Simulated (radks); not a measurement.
Values are calculated unless marked as measured or tabulated.
Species: Cu+. Configuration: [Ne] 3s1.5 3p6 3d10 4s0.5 (fractional occupations, a model configuration).

Code: a radial shooting solver on a logarithmic mesh with Libxc functionals. Model: scalar-relativistic Kohn-Sham, XLYP, spin-unpolarised, spherical densities, point nucleus.

Energy parts (eV):
total: -44983.461
kinetic: 45654.287
electron-nucleus: -107978.456
Hartree: 19184.546
exchange-correlation: -1843.838

Orbitals (lengths in bohr, moments of r in powers of bohr; <r^-3> diverges for s and p1/2; r(max) is where P^2 peaks):
1s: occ. 2; eigenvalue (eV) -8869.580; r(max) 0.03411; <r^4> 0.00003435; <r> 0.05212
2s: occ. 2; eigenvalue (eV) -1075.464; r(max) 0.1966; <r^4> 0.007402; <r> 0.2352
2p: occ. 6; eigenvalue (eV) -930.2770; r(max) 0.1581; <r^-3> 707.2; <r^4> 0.005516; <r> 0.2063
3s: occ. 1.5; eigenvalue (eV) -126.7255; r(max) 0.6127; <r^4> 0.5577; <r> 0.7105
3p: occ. 6; eigenvalue (eV) -84.1754; r(max) 0.6183; <r^-3> 90.38; <r^4> 0.7751; <r> 0.7465
3d: occ. 10; eigenvalue (eV) -16.6064; r(max) 0.5979; <r^-3> 8.000; <r^4> 4.827; <r> 0.9688
4s: occ. 0.5; eigenvalue (eV) -12.9726; r(max) 2.087; <r^4> 90.87; <r> 2.533

The highest occupied level is 4s at -12.973 eV. Summed over all electrons, <r^2> = 21.70 bohr^2, which gives a Langevin (diamagnetic) susceptibility term of -17.2 x 10^-6 cm^3/mol. The density falls to 0.001 e/bohr^3 at r = 3.53 bohr.
